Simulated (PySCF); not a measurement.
# Radial density of He⁺ (helium, charge +1)

UHF, 1s1, 2S determinant. Calculation: PySCF 2.14, in an even-tempered Gaussian basis (16 s from 0.09 bohr⁻², ratio 2.2; 7 p from 0.17 bohr⁻², ratio 2.4; 4 d from 0.52 bohr⁻², ratio 2.4; 4 f from 0.78 bohr⁻², ratio 2.4; 3 g from 1.2 bohr⁻², ratio 2.4); no relativity, point nucleus.

```json
{"r (bohr)": "0.0115", "4πr²ρ (e/bohr)": "0.004073", "4πr²(ρα − ρβ)": "0.0041"}
{"r (bohr)": "0.0194", "4πr²ρ (e/bohr)": "0.01117", "4πr²(ρα − ρβ)": "0.0112"}
{"r (bohr)": "0.0327", "4πr²ρ (e/bohr)": "0.02996", "4πr²(ρα − ρβ)": "0.0300"}
{"r (bohr)": "0.0549", "4πr²ρ (e/bohr)": "0.07754", "4πr²(ρα − ρβ)": "0.0775"}
{"r (bohr)": "0.0924", "4πr²ρ (e/bohr)": "0.1888", "4πr²(ρα − ρβ)": "0.1888"}
{"r (bohr)": "0.155", "4πr²ρ (e/bohr)": "0.4152", "4πr²(ρα − ρβ)": "0.4152"}
{"r (bohr)": "0.261", "4πr²ρ (e/bohr)": "0.7687", "4πr²(ρα − ρβ)": "0.7687"}
{"r (bohr)": "0.440", "4πr²ρ (e/bohr)": "1.066", "4πr²(ρα − ρβ)": "1.0657"}
{"r (bohr)": "0.740", "4πr²ρ (e/bohr)": "0.9084", "4πr²(ρα − ρβ)": "0.9084"}
{"r (bohr)": "1.24", "4πr²ρ (e/bohr)": "0.3416", "4πr²(ρα − ρβ)": "0.3416"}
{"r (bohr)": "2.09", "4πr²ρ (e/bohr)": "0.03243", "4πr²(ρα − ρβ)": "0.0324"}
{"r (bohr)": "3.52", "4πr²ρ (e/bohr)": "0.0003004", "4πr²(ρα − ρβ)": "0.0003"}
```
